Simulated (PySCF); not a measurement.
A structure optimised at PBE-D3(BJ)/def2-SVP, used in a PySCF frequency run:

```xyz
11

C      2.3130     0.4679    -1.1580
C      1.3937     0.2477    -0.3715
Si    -0.0472    -0.0775     0.7296
F      0.1713    -1.5226     1.4800
C     -1.5503    -0.0767    -0.4221
O     -1.5119     1.1517    -1.1502
H      3.1339     0.6602    -1.8379
H     -0.1223     0.9852     1.7790
H     -1.5724    -0.9817    -1.0774
H     -2.4953    -0.0852     0.1602
H     -0.6688     1.1627    -1.6458
```

Task: Write its SMILES and formula.

Result: C#C[Si@H](F)CO, C₃H₅FOSi

Task: What are its rotational constants (standard atomic weights)?

Result: 2.8464, 2.6577, 1.4916 GHz
